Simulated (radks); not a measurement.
Radial electron density D(r) = 4 pi r^2 rho(r) of an atom or ion with 29 electrons. All-electron calculation, non-relativistic Kohn-Sham, LDA (Slater exchange, VWN5 correlation), spin-polarised, spherical densities, point nucleus. Program: a radial shooting solver on a logarithmic mesh with Libxc functionals.

```
   r/bohr * D(r) (the largest magnitude, 41.7, reaches the edge; | marks zero)
 0.004934 |     *
 0.005653 |      *
 0.006425 |        *
 0.007361 |          *
 0.008434 |            *
 0.009662 |               *
  0.01107 |                  *
  0.01268 |                      *
  0.01441 |                          *
  0.01651 |                              *
  0.01892 |                                  *
  0.02168 |                                      *
  0.02483 |                                          *
  0.02845 |                                             *
   0.0326 |                                              *
  0.03705 |                                               *
  0.04245 |                                              *
  0.04863 |                                            *
  0.05572 |                                         *
  0.06383 |                                       *
  0.07313 |                                     *
  0.08312 |                                      *
  0.09523 |                                        *
   0.1091 |                                            *
    0.125 |                                                 *
   0.1432 |                                                     *
   0.1641 |                                                      *
   0.1865 |                                                    *
   0.2136 |                                              *
   0.2448 |                                       *
   0.2804 |                               *
   0.3213 |                          *
   0.3681 |                         *
   0.4183 |                          *
   0.4793 |                             *
   0.5491 |                               *
   0.6291 |                               *
   0.7207 |                           *
   0.8257 |                      *
    0.946 |                *
    1.075 |           *
    1.232 |       *
    1.411 |    *
    1.617 |  *
    1.852 | *
    2.122 | *
    2.412 |*
    2.763 |*
    3.166 *
    3.627 *
    4.156 *
    4.761 *
    5.411 *
      6.2 *
    7.103 *
```

What is the nuclear charge?

Answer. Z = 30. The innermost maximum, from 1s, lies near 1/Z = 0.0333 bohr (found: 0.0362), and its height grows with Z. The density is that of the zinc ion Zn+ in [Ar] 3d10 4s1; the configuration itself is not fixed sharply by these data, and Z only to about a unit. D(r) has 3 maxima, at r = 0.0362, 0.161, 0.571 bohr, and minima at 0.0767, 0.362 bohr, inside which lie 2.11, 10.93 electrons.
